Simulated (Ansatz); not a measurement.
Ideal-gas functions of `[F+]1[InH2-][F+][InH2-]1` at 800 K and 1 bar, from an Ansatz frequency run at PBE0-D4/def2-TZVP.

Molar mass 271.66 g/mol, point group D2h (symmetry number 4), electronic degeneracy 1, moments of inertia 76.674, 683.018, 738.853 u Å². Harmonic wavenumbers (cm⁻¹, unscaled): 72, 150, 304, 305, 331, 340, 375, 396, 398, 424, 576, 590, 591, 600, 1892, 1895, 1908, 1911.

Use S(trans) = R[1.5 ln M + 2.5 ln T − 1.1517]; rotational temperatures θ = 24.2544 K / I; S(rot) = R[ln(√π/σ · √(T³/θAθBθC)) + 1.5]; for each mode x = 1.438777 ν̃/T, S = R[x/(eˣ − 1) − ln(1 − e⁻ˣ)] and H = RT x/(eˣ − 1); 1 cm⁻¹ = 0.0119627 kJ/mol; R = 8.31446 J/(mol·K).

Question: By hand: the entropy, in J/(mol·K).

Answer: Translation 199.3. Rotation: θ = 0.3163, 0.0355, 0.0328 K, giving 121.9. Vibration, mode by mode: 25.32, 19.23, 13.44, 13.41, 12.75, 12.53, 11.75, 11.31, 11.27, 10.77, 8.38, 8.20, 8.19, 8.07, 1.26, 1.25, 1.23, 1.22, in all 179.6. Electronic 0.0. Sum 500.8 J/(mol·K).

Question: By hand: H − E and G − E in kJ/mol, counted from the electronic energy.

Answer: Zero-point energy ½ × 13058 × 0.0119627 = 78.1; thermal vibration 67.9; translation, rotation and pV give 4 RT = 26.6. H − E = 172.6 kJ/mol, and G − E = 172.6 − 800 × 500.8/1000 = -228.0 kJ/mol.

Vibration gives 36 % of the entropy, 25.3 J/(mol·K) of it from the mode under 150 cm⁻¹: soft modes count most, and the harmonic formula is weakest for them.
